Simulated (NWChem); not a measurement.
Everything below was run with NWChem. System: pyrazole (C3H4N2), charge 0, spin multiplicity 1, at a geometry optimised with PBE0/def2-SVP. Level: RI-MP2/cc-pVDZ, 5 core orbitals frozen.

The NWChem input:

```
start mol
memory heap 200 mb stack 900 mb global 1100 mb
geometry units angstroms nocenter noautoz
  C     -0.063330    -1.197723     0.000000
  C     -1.126476    -0.267174     0.000000
  N     -0.684480     0.982497     0.000000
  N      0.638753     0.869505     0.000000
  C      1.072494    -0.411993     0.000000
  H     -0.115366    -2.283609     0.000000
  H     -2.198428    -0.463005     0.000000
  H      1.206589     1.706892     0.000000
  H      2.131171    -0.662949     0.000000
  symmetry group Cs
end
basis spherical
  * library cc-pvdz
end
basis "ri-mp2 basis" spherical
  * library cc-pvdz-ri
end
scf
  rhf
  nopen 0
  maxiter 100
  thresh 1e-7
  semidirect memsize 60000000 filesize 0
end
mp2
  freeze core 5
end
task rimp2 energy
```

NWChem printed:

```
             Northwest Computational Chemistry Package (NWChem) 7.3.0
             --------------------------------------------------------

                                NWChem Input Module
                                -------------------

 Scaling coordinates for geometry "geometry" by  1.889725989
 (inverse scale =  0.529177249)

 Turning off AUTOSYM since
 SYMMETRY directive was detected!

                             Geometry "geometry" -> ""
                             -------------------------

 Output coordinates in angstroms (scale by  1.889725989 to convert to a.u.)

  No.       Tag          Charge          X              Y              Z
 ---- ---------------- ---------- -------------- -------------- --------------
    1 C                    6.0000    -0.06333000    -1.19772300     0.00000000
    2 C                    6.0000    -1.12647600    -0.26717400     0.00000000
    3 N                    7.0000    -0.68448000     0.98249700     0.00000000
    4 N                    7.0000     0.63875300     0.86950500     0.00000000
    5 C                    6.0000     1.07249400    -0.41199300     0.00000000
    6 H                    1.0000    -0.11536600    -2.28360900     0.00000000
    7 H                    1.0000    -2.19842800    -0.46300500     0.00000000
    8 H                    1.0000     1.20658900     1.70689200     0.00000000
    9 H                    1.0000     2.13117100    -0.66294900     0.00000000

 Effective nuclear repulsion energy (a.u.)     163.5365197901

            Nuclear Dipole moment (a.u.)
            ----------------------------
        X                 Y               Z
 ---------------- ---------------- ----------------
     0.0000094486     0.0000056692     0.0000000000

      Symmetry information
      --------------------

 Group name             Cs
 Group number              2
 Group order               2
 No. of unique centers     9

      Symmetry unique atoms

     1    2    3    4    5    6    7    8    9


 Summary of "ao basis" -> "" (spherical)
 ------------------------------------------------------------------------------
       Tag                 Description            Shells   Functions and Types
 ---------------- ------------------------------  ------  ---------------------
 *                          cc-pvdz                   on all atoms

 Summary of "ri-mp2 basis" -> "" (spherical)
 ------------------------------------------------------------------------------
       Tag                 Description            Shells   Functions and Types
 ---------------- ------------------------------  ------  ---------------------
 *                         cc-pvdz-ri                 on all atoms

 Summary of "ao basis" -> "ao basis" (spherical)
 ------------------------------------------------------------------------------
       Tag                 Description            Shells   Functions and Types
 ---------------- ------------------------------  ------  ---------------------
 C                          cc-pvdz                  6       14   3s2p1d
 N                          cc-pvdz                  6       14   3s2p1d
 H                          cc-pvdz                  3        5   2s1p

                                 NWChem SCF Module
                                 -----------------

  ao basis        = "ao basis"
  functions       =    90
  atoms           =     9
  closed shells   =    18
  open shells     =     0
  charge          =   0.00
  wavefunction    = RHF
  use symmetry    = T
  symmetry adapt  = T

 Summary of "ao basis" -> "ao basis" (spherical)
 ------------------------------------------------------------------------------
       Tag                 Description            Shells   Functions and Types
 ---------------- ------------------------------  ------  ---------------------
 C                          cc-pvdz                  6       14   3s2p1d
 N                          cc-pvdz                  6       14   3s2p1d
 H                          cc-pvdz                  3        5   2s1p

      Symmetry analysis of basis
      --------------------------

        a'         66
        a"         24

 Forming initial guess at       0.0s

      Superposition of Atomic Density Guess
      -------------------------------------

 Sum of atomic energies:        -223.59560062

      Non-variational initial energy
      ------------------------------

 Total energy =    -226.995081
 1-e energy   =    -625.117146
 2-e energy   =     234.585546
 HOMO         =      -0.282353
 LUMO         =       0.041171

      Symmetry analysis of molecular orbitals - initial
      -------------------------------------------------

  Numbering of irreducible representations:

     1 a'          2 a"

  Orbital symmetries:

     1 a'          2 a'          3 a'          4 a'          5 a'
     6 a'          7 a'          8 a'          9 a'         10 a'
    11 a'         12 a"         13 a'         14 a'         15 a'
    16 a'         17 a"         18 a"         19 a"         20 a"
    21 a'         22 a'         23 a'         24 a'         25 a'
    26 a'         27 a'         28 a'

 Starting SCF solution at       1.9s

 ----------------------------------------------
         Quadratically convergent ROHF

 Convergence threshold     :          1.000E-07
 Maximum no. of iterations :          100
 Final Fock-matrix accuracy:          1.000E-09
 ----------------------------------------------

              iter       energy          gnorm     gmax       time
             ----- ------------------- --------- --------- --------
                 1     -224.7497532706  8.67D-01  1.56D-01      1.9
[...]
     1 a'          2 a"

  Orbital symmetries:

     1 a'          2 a'          3 a'          4 a'          5 a'
     6 a'          7 a'          8 a'          9 a'         10 a'
    11 a'         12 a"         13 a'         14 a'         15 a'
    16 a'         17 a"         18 a"         19 a"         20 a'
    21 a'         22 a'         23 a"         24 a'         25 a'
    26 a'         27 a'         28 a'

             Final eigenvalues
             -----------------

              1
    1  -15.6405
    2  -15.5826
    3  -11.2794
    4  -11.2520
    5  -11.2242
    6   -1.3817
    7   -1.0946
    8   -1.0499
    9   -0.8186
   10   -0.7987
   11   -0.7376
   12   -0.6071
   13   -0.6062
   14   -0.5869
   15   -0.5561
   16   -0.4534
   17   -0.3596
   18   -0.3419
   19    0.1745
   20    0.1789
   21    0.2206
   22    0.2287
   23    0.2351
   24    0.2465
   25    0.3842
   26    0.3986
   27    0.4211
   28    0.5124

                       ROHF Final Molecular Orbital Analysis
                       -------------------------------------

 Vector   16  Occ=2.000000D+00  E=-4.534459D-01  Symmetry=a'
              MO Center= -6.3D-01,  7.8D-01, -2.5D-17, r^2= 1.8D+00
   Bfn.  Coefficient  Atom+Function         Bfn.  Coefficient  Atom+Function
  ----- ------------  ---------------      ----- ------------  ---------------
    33      0.440106  3 N  py                36      0.367535  3 N  py
    31      0.266383  3 N  s                 19     -0.209889  2 C  py
    32     -0.209353  3 N  px                30      0.171068  3 N  s

 Vector   17  Occ=2.000000D+00  E=-3.596484D-01  Symmetry=a"
              MO Center= -2.7D-01,  2.0D-02,  1.1D-16, r^2= 2.2D+00
   Bfn.  Coefficient  Atom+Function         Bfn.  Coefficient  Atom+Function
  ----- ------------  ---------------      ----- ------------  ---------------
    48     -0.371666  4 N  pz                20      0.356944  2 C  pz
    51     -0.335553  4 N  pz                23      0.271985  2 C  pz
     6      0.240275  1 C  pz                 9      0.192803  1 C  pz
    34      0.155457  3 N  pz

 Vector   18  Occ=2.000000D+00  E=-3.418938D-01  Symmetry=a"
              MO Center=  1.4D-01, -2.2D-01,  4.5D-16, r^2= 2.3D+00
   Bfn.  Coefficient  Atom+Function         Bfn.  Coefficient  Atom+Function
  ----- ------------  ---------------      ----- ------------  ---------------
    62      0.343179  5 C  pz                34     -0.338225  3 N  pz
     6      0.312397  1 C  pz                37     -0.288368  3 N  pz
    65      0.275852  5 C  pz                 9      0.256224  1 C  pz

 Vector   19  Occ=0.000000D+00  E= 1.745011D-01  Symmetry=a"
              MO Center=  2.6D-01,  4.4D-02, -2.2D-17, r^2= 2.8D+00
   Bfn.  Coefficient  Atom+Function         Bfn.  Coefficient  Atom+Function
  ----- ------------  ---------------      ----- ------------  ---------------
    65      0.664685  5 C  pz                51     -0.511236  4 N  pz
    37      0.471600  3 N  pz                62      0.335994  5 C  pz
     9     -0.320761  1 C  pz                34      0.315234  3 N  pz
    48     -0.316181  4 N  pz                23     -0.263634  2 C  pz
    20     -0.162347  2 C  pz

 Vector   20  Occ=0.000000D+00  E= 1.789463D-01  Symmetry=a'
              MO Center=  1.5D+00,  9.5D-01,  2.8D-16, r^2= 5.6D+00
   Bfn.  Coefficient  Atom+Function         Bfn.  Coefficient  Atom+Function
  ----- ------------  ---------------      ----- ------------  ---------------
    82      1.338904  8 H  s                 87      0.990726  9 H  s
    59     -0.920931  5 C  s                 45     -0.749256  4 N  s
    72      0.531699  6 H  s                 50     -0.472525  4 N  py
    17     -0.436333  2 C  s                 63     -0.367905  5 C  px
    77      0.325930  7 H  s                  8      0.275137  1 C  py

 Vector   21  Occ=0.000000D+00  E= 2.206043D-01  Symmetry=a'
              MO Center=  1.6D+00, -3.1D-01,  6.6D-17, r^2= 7.0D+00
   Bfn.  Coefficient  Atom+Function         Bfn.  Coefficient  Atom+Function
  ----- ------------  ---------------      ----- ------------  ---------------
    87      1.672958  9 H  s                 82     -1.104106  8 H  s
    72      1.000295  6 H  s                  3     -0.967188  1 C  s
    63     -0.959370  5 C  px                59     -0.852992  5 C  s
    45      0.487135  4 N  s                 49      0.428735  4 N  px
    50      0.409102  4 N  py                 8      0.393481  1 C  py

 center of mass
 --------------
 x =  -0.02822152 y =   0.04707937 z =   0.00000000

 moments of inertia (a.u.)
 ------------------
         189.340253428107           1.613734168973           0.000000000000
           1.613734168973         186.645948869058           0.000000000000
           0.000000000000           0.000000000000         375.986202297165

  Mulliken analysis of the total density
  --------------------------------------

    Atom       Charge   Shell Charges
 -----------   ------   -------------------------------------------------------
    1 C    6     6.24   2.00  0.64  0.54  2.04  0.94  0.07
    2 C    6     5.84   2.00  0.67  0.39  1.99  0.68  0.11
    3 N    7     7.24   2.00  0.79  0.80  2.25  1.33  0.06
    4 N    7     7.11   2.00  0.74  0.65  2.42  1.25  0.06
    5 C    6     5.82   2.00  0.67  0.37  1.99  0.69  0.11
    6 H    1     0.97   0.75  0.19  0.03
    7 H    1     0.96   0.75  0.18  0.03
    8 H    1     0.86   0.72  0.09  0.06
    9 H    1     0.95   0.75  0.17  0.03

       Multipole analysis of the density wrt the origin
       ------------------------------------------------

     L   x y z        total         open         nuclear
     -   - - -        -----         ----         -------
     0   0 0 0     -0.000000      0.000000     36.000000

     1   1 0 0      0.905043      0.000000      0.000009
     1   0 1 0     -0.230068      0.000000      0.000006
     1   0 0 1     -0.000000      0.000000      0.000000

     2   2 0 0    -17.991049      0.000000    112.556316
     2   1 1 0      3.241657      0.000000      2.564133
     2   1 0 1     -0.000000      0.000000      0.000000
     2   0 2 0    -20.323625      0.000000    110.294335
     2   0 1 1      0.000000      0.000000      0.000000
     2   0 0 2    -23.954637      0.000000      0.000000

                               NWChem RI-MP2 Module
                               --------------------

 Summary of "ri-mp2 basis" -> "ri-mp2 basis" (spherical)
 ------------------------------------------------------------------------------
       Tag                 Description            Shells   Functions and Types
 ---------------- ------------------------------  ------  ---------------------
 C                         cc-pvdz-ri               18       56   7s5p4d2f
 N                         cc-pvdz-ri               18       56   7s5p4d2f
 H                         cc-pvdz-ri                6       14   3s2p1d

 SCF Reference Information:
            File: './mol.movecs'
           Title: ''
    Size (AOxMO):     90 x     90
       Total Occ:              36.00
 RI-MP2 Calculation Information:
          Nr. of AO basis functions:         90
     Nr. of fitting basis functions:        336
               Nr. of MO spin cases:          1
        Nr. of MOs to be correlated:         85
     Nr. of occupied MOs correlated:         13
      Nr. of virtual MOs correlated:         72

          RI integral approximation: 'V'
    Threshold for Schwarz screening:  1.000E-09
 Smallest eigenvalue retained in fit  1.000E-08
    Type of storage for MO integrals 'EAF library'

 Transformation block size   13, requiring     1 integral passes.
 XForm_3cInts: Completed     1:   13 pass.
 Energy evaluation using block sizes    13   13
 RIMP2_V_E2: Approx. ints. done (    1:   13,    1:   13)
 RIMP2_V_E2: Copy to B done (    1:   13,    1:   13)
 RIMP2_V_E2: Denominators done (    1:   13,    1:   13)
 RIMP2_V_E2: Completed block (    1:   13,    1:   13)

          -------------------------------------------
          SCF energy                -224.814432504377
          Correlation energy          -0.726072709699
          Total MP2 energy          -225.540505214076
          -------------------------------------------

 -----------------------
 Performance information
 -----------------------

 Timer overhead =  1.56D-07 seconds/call

               Nr. of calls         CPU time (s)                 Wall time (s)                GFlops
             ---------------    -------------------     ------------------------------   -------------------
Name         Min   Avg   Max    Min     Avg     Max     Min     Avg     Max   Mx/calls   Min     Max     Sum
Overall       1     1     1    4.1     4.1     4.1      4.1     4.1     4.1     4.1      0.0     0.0     0.0
3c integr     1     1     1   0.77    0.77    0.77     0.77    0.77    0.77    0.77      0.0     0.0     0.0
Energy        1     1     1   0.14    0.14    0.14     0.14    0.14    0.14    0.14      0.0     0.0     0.0
3c integr     1     1     1   0.75    0.75    0.75     0.75    0.75    0.75    0.75      0.0     0.0     0.0
First 2/3     3     3     3   9.28E-3 9.28E-3 9.28E-3  9.28E-3 9.28E-3 9.28E-3 3.09E-3   0.0     0.0     0.0
Final 1/3     1     1     1   9.30E-3 9.30E-3 9.30E-3  9.31E-3 9.31E-3 9.31E-3 9.31E-3   0.0     0.0     0.0
Write 3c      1     1     1   1.31E-3 1.31E-3 1.31E-3  1.31E-3 1.31E-3 1.31E-3 1.31E-3   0.0     0.0     0.0
Read 3c i     1     1     1   6.02E-4 6.02E-4 6.02E-4  6.02E-4 6.02E-4 6.02E-4 6.02E-4   0.0     0.0     0.0
Fitting b     1     1     1   0.12    0.12    0.12     0.12    0.12    0.12    0.12      0.0     0.0     0.0
Schwarz i     1     1     1   1.38E-2 1.38E-2 1.38E-2  1.38E-2 1.38E-2 1.38E-2 1.38E-2   0.0     0.0     0.0
Form 4ci      1     1     1   2.37E-2 2.37E-2 2.37E-2  2.37E-2 2.37E-2 2.37E-2 2.37E-2   0.0     0.0     0.0
Form A &      1     1     1   0.11    0.11    0.11     0.11    0.11    0.11    0.11      0.0     0.0     0.0
Denominat     1     1     1   5.72E-4 5.72E-4 5.72E-4  5.72E-4 5.72E-4 5.72E-4 5.72E-4   0.0     0.0     0.0
Pair Ener     1     1     1   2.76E-3 2.76E-3 2.76E-3  2.76E-3 2.76E-3 2.76E-3 2.76E-3   0.0     0.0     0.0

 The average no. of pstat calls per process was 1.60D+01
 with a timing overhead of 2.50D-06s

 Task  times  cpu:        4.1s     wall:        4.1s

 Total times  cpu:        4.1s     wall:        4.1s
```
